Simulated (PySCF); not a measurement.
**LiCd: frontier orbitals**

PBE at R = 3.105 Å; PySCF, scalar-relativistic core potentials, basis sets Li def2-SVP, Cd def2-SVP with ECP28. State: ²Σ⁺ (doublet), unpaired electrons σ ↑. Only the outer orbitals are listed, counted within each symmetry, core potentials removing the inner ones.

| spin | orbital | occ. | ε (eV) | on Li (%) | main shells (%) |
| --- | --- | --- | --- | --- | --- |
| α | 3σ | 1 | -51.43 | 100 | 100 Li s |
| α | 4σ | 1 | -11.76 | 0 | 100 Cd d |
| α | 1δ | 1 | -11.74 | 0 | 100 Cd d |
| α | 1δ | 1 | -11.74 | 0 | 100 Cd d |
| α | 2π | 1 | -11.74 | 0 | 100 Cd d |
| α | 2π | 1 | -11.74 | 0 | 100 Cd d |
| α | 5σ | 1 | -6.09 | 10 | 89 Cd s |
| α | 6σ | 1 | -3.02 | 77 | 77 Li s, 18 Cd p |
| α | 3π | 0 | -1.66 | 37 | 63 Cd p, 37 Li p |
| α | 3π | 0 | -1.66 | 37 | 63 Cd p, 37 Li p |
| α | 7σ | 0 | -1.65 | 55 | 46 Cd p, 38 Li p, 17 Li s |
| β | 3σ | 1 | -51.20 | 100 | 100 Li s |
| β | 1δ | 1 | -11.73 | 0 | 100 Cd d |
| β | 1δ | 1 | -11.73 | 0 | 100 Cd d |
| β | 4σ | 1 | -11.72 | 0 | 100 Cd d |
| β | 2π | 1 | -11.71 | 0 | 100 Cd d |
| β | 2π | 1 | -11.71 | 0 | 100 Cd d |
| β | 5σ | 1 | -5.92 | 6 | 93 Cd s |
| β | 6σ | 0 | -2.11 | 50 | 48 Li s, 46 Cd p |
| β | 3π | 0 | -1.33 | 14 | 86 Cd p, 14 Li p |
| β | 3π | 0 | -1.33 | 14 | 86 Cd p, 14 Li p |

Which are the highest filled and the lowest empty level, where do they sit, and how wide is the gap?

Highest filled α 6σ at -3.02 eV (in %: 77 Li s, 18 Cd p); lowest empty β 6σ at -2.11 eV (in %: 48 Li s, 46 Cd p); the gap at PBE is 0.91 eV.

```
bond order (Mayer)                               : 0.46
⟨S²⟩                                             : 0.751
charge on Li (Mulliken, basis-dependent)         : 0.05
charge on Li (Löwdin, basis-dependent)           : 0.02
dipole moment (positive dipole means Li(−)Cd(+)) : -0.43 D
polarisability along the bond                    : 291.1 bohr³
polarisability across the bond                   : 113.9 bohr³
```

Spin–orbit coupling is left out. The state was picked by a PBE0 search and need not be the measured ground state.
